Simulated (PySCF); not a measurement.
A PySCF script (with the pyscf-properties extension) for the NMR shieldings of SMILES CN1CC[Si@@]1(N)CCN, C5H15N3Si, on a GFN2-xTB geometry:

```python
import basis_set_exchange as bse
import numpy as np
from pyscf import gto, dft
from pyscf.prop import nmr

atoms = """
C    -2.509751   -0.337887    1.422495
N    -1.743780   -0.073825    0.243895
C    -2.386789    0.080044   -1.044926
C    -1.115991    0.201526   -1.890167
Si   -0.115299   -0.207024   -0.303550
N     0.651129   -1.733716   -0.113821
C     1.104039    1.072500    0.396606
C     2.508152    0.937585   -0.177349
N     3.127474   -0.311713    0.250796
H    -3.217368    0.477357    1.614703
H    -3.083595   -1.269762    1.328824
H    -1.837225   -0.428767    2.271947
H    -2.990106   -0.798850   -1.306243
H    -3.035530    0.962368   -1.075626
H    -0.993435    1.190531   -2.320272
H    -1.067799   -0.525426   -2.694532
H     0.299120   -2.567064   -0.555736
H     1.661458   -1.721355   -0.050970
H     0.747892    2.082303    0.199945
H     1.159432    0.964225    1.479423
H     3.111165    1.815113    0.116473
H     2.460483    0.919657   -1.269345
H     4.072597   -0.377176   -0.112440
H     3.181992   -0.330880    1.264357
"""
names = dict.fromkeys(["C", "N", "Si", "H"], "pcSseg-1")
basis = {el: gto.basis.parse(bse.get_basis(n, elements=[el], fmt="nwchem")) for el, n in names.items()}
mol = gto.M(atom=atoms, basis=basis, charge=0, verbose=0)
mf = dft.RKS(mol, xc="PBE0")
mf.grids.level = 2
mf.grids.alignment = dft.numint.BLKSIZE   # the property module wants whole blocks of grid points
mf.conv_tol = 1e-9
mf.kernel()

calc = nmr.RKS(mf)   # GIAO
C = mf.mo_coeff
Co = C[:, mf.mo_occ > 0]
resp = mf.gen_response(singlet=True, hermi=2)
def vind(x):   # induced exchange potential for any number of trial vectors
    d = np.einsum("pi,xij,qj->xpq", C, 2 * x.reshape(-1, C.shape[1], Co.shape[1]), Co, optimize=True)
    return np.einsum("xpq,pi,qj->xij", resp(d - d.transpose(0, 2, 1)), C, Co, optimize=True).ravel()
mo1, _ = nmr.rhf.solve_mo1(calc, with_cphf=vind)
sigma = calc.kernel(mo1)
for i, s in enumerate(sigma):   # ppm
    w = np.linalg.eigvalsh((s + s.T) / 2)
    print("%2d %-2s iso %8.1f  s11 %8.1f  s22 %8.1f  s33 %8.1f" % (i, mol.atom_pure_symbol(i), w.mean(), *w))
```

Problem. What does it print?

Solution. 
```
 0 C  iso    151.4  s11    127.6  s22    139.7  s33    186.9
 1 N  iso    205.6  s11    152.4  s22    207.5  s33    257.0
 2 C  iso    137.7  s11    119.3  s22    127.0  s33    166.7
 3 C  iso    167.8  s11    144.7  s22    173.4  s33    185.3
 4 Si iso    355.2  s11    339.8  s22    357.8  s33    368.0
 5 N  iso    221.7  s11    197.3  s22    222.9  s33    245.0
 6 C  iso    166.5  s11    150.4  s22    167.1  s33    182.1
 7 C  iso    145.9  s11    127.8  s22    141.2  s33    168.5
 8 N  iso    220.8  s11    185.1  s22    229.2  s33    248.2
 9 H  iso     29.2  s11     24.3  s22     26.8  s33     36.5
10 H  iso     29.1  s11     24.0  s22     27.0  s33     36.3
11 H  iso     28.9  s11     24.1  s22     27.7  s33     35.0
12 H  iso     28.7  s11     25.3  s22     26.0  s33     34.8
13 H  iso     28.6  s11     25.2  s22     26.0  s33     34.6
14 H  iso     30.2  s11     27.0  s22     28.0  s33     35.7
15 H  iso     30.5  s11     27.1  s22     28.0  s33     36.4
16 H  iso     30.8  s11     23.9  s22     27.1  s33     41.6
17 H  iso     27.1  s11     15.9  s22     24.4  s33     41.0
18 H  iso     31.1  s11     26.6  s22     29.6  s33     37.2
19 H  iso     31.1  s11     27.7  s22     30.2  s33     35.4
20 H  iso     28.2  s11     21.6  s22     27.8  s33     35.3
21 H  iso     29.0  s11     25.4  s22     28.5  s33     33.1
22 H  iso     30.8  s11     23.5  s22     27.3  s33     41.7
23 H  iso     31.5  s11     25.7  s22     29.7  s33     39.1
```

These numbers come from an equivalent density-fitted implementation of the same equations, which agrees with the script to about 0.01 ppm for H and up to a few tenths of a ppm for heavy atoms, so last digits may differ.

Problem. Turn these shieldings into chemical shifts. References, each an isolated molecule treated in the same way: ¹³C (σref 186.93) and ²⁹Si (σref 349.16) and ¹H (σref 31.72) against TMS; ¹⁵N (σref 267.73) against NH3.

Solution. Averaging equivalent atoms: C 2: 49.2; C 7: 41.1; C 0: 35.5; C 6: 20.4; C 3: 19.1; N 1: 62.1; N 8: 46.9; N 5: 46.0; Si 4: -6.1; H 20: 3.51; H 13: 3.13; H 12: 3.02; H 16/17: 2.74; H 21: 2.72; H 9/10/11: 2.64; H 14: 1.49; H 15: 1.20; H 19: 0.61; H 18: 0.58; H 22/23: 0.54 ppm. Experimental scales use liquid or dissolved standards, which lie at an offset from isolated NH3 (liquid NH3: subtract about 20 ppm).

Size and cost of the density-fitted run: 235 basis functions, 88 s wall time on 1 thread of an Arm Neoverse N1, shared host; peak memory 0.99 GiB.
